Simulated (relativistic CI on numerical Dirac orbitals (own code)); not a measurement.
One change at a time: Cd20+

Base calculation: Dirac-Coulomb-Breit CI, separate exchange-only KLI orbitals for each configuration, model QED (radiative potential, 1s self-energy scaled to tabulated hydrogen-like ionisation energies), unscaled Slater integrals.

Configurations in the expansion (outside the closed core [Ne] 3s2): 3p⁶3d¹⁰, 3p⁶3d⁹4s, 3p⁶3d⁹4p, 3p⁶3d⁹4d, 3p⁶3d⁹4f, 3p⁶3d⁸4s², 3p⁵3d¹⁰4s, 3p⁶3d⁸4s4p, 3p⁶3d⁹5s, 3p⁵3d¹⁰4p, 3p⁶3d⁸4p², 3p⁶3d⁹5p, 3p⁶3d⁸4s4d, 3p⁶3d⁹5d, 3p⁶3d⁸4p4d, 3p⁵3d¹⁰4d. Levels of other configurations are missing.

Variants: (1) QED terms removed; (2) Breit term removed. Shifts of the energy above 3p⁶3d¹⁰ ¹S0, in eV, for the lowest level and the first level of each name with at least 55 % of one term (blank where a level changes its place among those of its configuration and J or its character, or is not in the variant):

| Level | Base | Δ(1) | Δ(2) |
| --- | --- | --- | --- |
| 3p⁶3d¹⁰ ¹S0 | 0.000 | 0.000 | 0.000 |
| 3p⁶3d⁹4s ³D3 | 378.694 | -0.233 | +0.032 |
| 3p⁶3d⁹4s ³D1 | 385.822 | -0.255 | +0.259 |
| 3p⁶3d⁹4p ³P°2 | 419.525 | -0.027 | -0.129 |
| 3p⁶3d⁹4p ³F°2 | 426.951 | -0.047 | +0.118 |
| 3p⁶3d⁹4p ³P°1 | 427.807 | -0.047 | +0.092 |
| 3p⁶3d⁹4p ³F°4 | 429.148 | -0.044 | +0.040 |
| 3p⁶3d⁹4p ¹D°2 | 430.646 | -0.043 | +0.019 |
| 3p⁶3d⁹4p ¹P°1 | 431.216 | -0.045 | +0.055 |
| 3p⁶3d⁹4p ³D°3 | 431.726 | -0.043 | +0.019 |
| 3p⁶3d⁹4p ³P°0 | 434.467 | -0.065 | +0.233 |
| 3p⁶3d⁹4p ³D°1 | 437.454 | -0.063 | +0.234 |
| 3p⁶3d⁹4p ³D°2 | 438.532 | -0.064 | +0.252 |
| 3p⁶3d⁹4d ³S1 | 493.442 | -0.025 | +0.154 |
| 3p⁶3d⁹4d ³G4 | 496.774 | -0.023 | +0.173 |
| 3p⁶3d⁹4d ³G5 | 497.969 | -0.028 | +0.246 |
| 3p⁶3d⁹4d ³F4 | 500.515 | -0.028 | +0.216 |
| 3p⁶3d⁹4d ³P0 | 501.106 | -0.036 | +0.259 |
| 3p⁶3d⁹4d ³G3 | 503.806 | -0.043 | +0.402 |
| 3p⁶3d⁹4d ³D1 | 504.875 | -0.047 | +0.401 |
| 3p⁶3d⁹4d ³F2 | 506.334 | -0.044 | +0.377 |
| 3p⁶3d⁹4d ¹S0 | 530.204 | -0.035 | +0.281 |

At this charge energies of transitions that change n are usually good to better than 1 %, and those within a shell (Δn = 0) to a few per cent.

Ionisation energy from the two ground configurations alone: base 962.764 eV; Breit term removed 963.055 eV. The NIST ASD value (theoretical) is 963 eV.

LS names give the leading component of a level, which can be under half, so a name can repeat, a term be missing and a line seem to break the LS rules.
